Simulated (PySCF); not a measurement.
C₄H₁₄OSi₂, charge +1, doublet, at a GFN2-xTB geometry (a state made from the parent by changing its charge; the spin is typed, not shown lowest). Base run: DF-TPSS/3-21G in PySCF.

Input for PySCF:
```python
from pyscf import gto, scf, dft

mol = gto.Mole()
mol.atom = '''
    C     2.31256238    1.47377799   -0.10560555
    Si    1.60171253   -0.19645022    0.53165561
    C     2.17516150   -1.47891052   -0.78269725
    O    -0.01612077   -0.09005236    0.39597527
    Si   -1.64122099   -0.02424832    0.43879276
    C    -2.13381376    1.70988349   -0.23292951
    C    -2.27121464   -1.24280502   -0.91002121
    H     1.98608715    1.68048117   -1.12014935
    H     1.97121535    2.27051280    0.54685704
    H     3.39576124    1.43973189   -0.08346275
    H     1.90144429   -0.52792171    1.91632573
    H     1.75171238   -2.44651593   -0.53482191
    H     3.25646879   -1.55360567   -0.76987583
    H     1.85231615   -1.19420255   -1.77935349
    H    -2.05286756   -0.31794515    1.80309225
    H    -1.72994077    1.87780470   -1.22655946
    H    -3.21402241    1.79071575   -0.27273684
    H    -1.74786666    2.46799850    0.44035947
    H    -1.96736964   -2.24903023   -0.64131948
    H    -1.86371177   -0.99687902   -1.88576360
    H    -3.35331486   -1.20262181   -0.95914992
'''
mol.basis = '3-21g'
mol.charge = 1
mol.spin = 1
mol.verbose = 4
mol.build()

mf = dft.UKS(mol)
mf.xc = 'tpss'
mf = mf.density_fit(auxbasis='def2-universal-jkfit')
mf.kernel()
mf.analyze()
```

The base run was repeated with changes; each row names its change, and settings that it needs were set with it.

```tsv
change	ΔE vs base (µEh)	SCF cycles	<S^2>	outcome
base	0.0	12	0.753	converged
diis = off (with mf.max_cycle = 100)	-	-	-	cut at the time limit
diis_space = 4	0.0	16	0.753	converged
solver = newton; init_guess = 1e	-	-	-	cut at the time limit
level_shift = 0.1 (with mf.max_cycle = 100)	0.0	12	0.753	converged
diis_space = 2	-	50	-	not converged
conv_tol_grad = 1e-3	0.0	12	0.753	converged
conv_tol = 1e-6	0.0	10	0.753	converged
conv_tol = 1e-11	0.0	15	0.753	converged
```

Open shells are given as the SCF converged; they aren't shown to be the lowest states, and a large step between rows can be another state.
